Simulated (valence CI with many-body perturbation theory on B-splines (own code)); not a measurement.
**Cd¹⁵⁺: E2, E3, M1, M2 decay**

Calculated by configuration interaction combined with many-body perturbation theory (CI+MBPT): five valence electrons over a frozen Dirac-Fock core [Ar] 3d10, a basis of 11 s, 11 p, 10 d, 8 f, 5 g, 2 h functions for each j, with the one-electron correlation potential Σ1 (screened to all orders), the two-electron term Σ2, the three-electron term Σ3, Breit, model QED; selected single and double excitations, second order for the rest, scaled by the run's own slope (own B-spline code, finite nucleus).

No measured levels were compared; by estimate levels hold to about 250 cm⁻¹ or 0.2 % of their energy and the worst to 1 %, as in measured heavy ions of charge 2 to 7; those with d or f electrons hold less well. Among the levels kept, up to 2200 cm⁻¹ of a level comes from second order outside the variational space, and about a tenth of that is noise between levels of different J, which matters for small intervals.

Lines 1 to 20 of 20 in falling wavelength, among levels below 157.79 eV, chosen from the decays that carry over 1 % of a level's rate. Wavelengths and rates use the calculated energies, so an error of 1000 cm⁻¹ moves a line at 225.7 nm by 2.3 % and its rate by three times that or more. Electric multipoles are in the length gauge, E1 and E2 with the static RPA response of the core. S is in atomic units (e²a₀⁴ for E2 and M2, e²a₀⁶ for E3), for M1 in squared Bohr magnetons. Weak lines are less certain than strong ones. Lines between different terms over intervals too small for the method are left out, as are lines whose strength nearly cancels.

Names give the largest LS component (configuration and term), which can be under half, so a name can repeat, a term be missing and a line seem to break the LS rules; names also repeat where a configuration has a term twice. Letters in brackets count levels of one name in rising energy.

```
λ vac (nm)              Upper                  Lower  Type   A (s⁻¹)  S (a.u.)
     565.6    4s2 4p3 2D°_5/2        4s2 4p3 2D°_3/2    M1  3.56e+01  1.43e+00
     538.7  4s2 4p2 4d 4F_9/2      4s2 4p2 4d 4F_7/2    M1  1.24e+02  7.21e+00
     312.2  4s2 4p2 4d 2G_9/2      4s2 4p2 4d 2G_7/2    M1  3.56e+02  4.01e+00
     225.7    4s2 4p3 2P°_1/2        4s2 4p3 2D°_3/2    M1  1.26e+02  1.07e-01
     210.8    4s2 4p3 2P°_3/2        4s2 4p3 2P°_1/2    M1  6.16e+02  8.55e-01
     195.5    4s2 4p3 2D°_3/2        4s2 4p3 4S°_3/2    M1  2.66e+03  2.94e+00
     149.0  4s2 4p2 4d 2G_9/2      4s2 4p2 4d 4F_9/2    M1  2.06e+03  2.52e+00
     145.3    4s2 4p3 2D°_5/2        4s2 4p3 4S°_3/2    M1  4.82e+02  3.29e-01
     145.3    4s2 4p3 2D°_5/2        4s2 4p3 4S°_3/2    E2  1.41e+01  4.89e-01
     135.0    4s2 4p3 2P°_3/2        4s2 4p3 2D°_5/2    M1  1.77e+03  6.46e-01
     126.0  4s2 4p2 4d 2G_9/2  4s2 4p2 4d 2F_7/2 [a]    M1  1.59e+02  1.18e-01
     116.7  4s2 4p2 4d 2G_9/2      4s2 4p2 4d 4F_7/2    M1  2.00e+03  1.18e+00
     109.0    4s2 4p3 2P°_3/2        4s2 4p3 2D°_3/2    M1  8.45e+03  1.62e+00
     104.7    4s2 4p3 2P°_1/2        4s2 4p3 4S°_3/2    M1  4.40e+03  3.75e-01
     70.64  4s2 4p2 4d 4F_9/2          4s 4p4 2D_5/2    E2  1.33e+01  2.09e-02
     69.97    4s2 4p3 2P°_3/2        4s2 4p3 4S°_3/2    M1  8.13e+02  4.13e-02
     41.51  4s2 4p2 4d 4F_9/2          4s 4p4 4P_5/2    E2  1.60e+02  1.76e-02
     32.47  4s2 4p2 4d 2G_9/2          4s 4p4 4P_5/2    E2  4.57e+02  1.47e-02
     19.15  4s2 4p2 4d 4F_9/2        4s2 4p3 2D°_5/2    M2  2.51e+02  5.77e-04
     16.92  4s2 4p2 4d 4F_9/2        4s2 4p3 4S°_3/2    E3  8.82e+00  1.11e+00
```
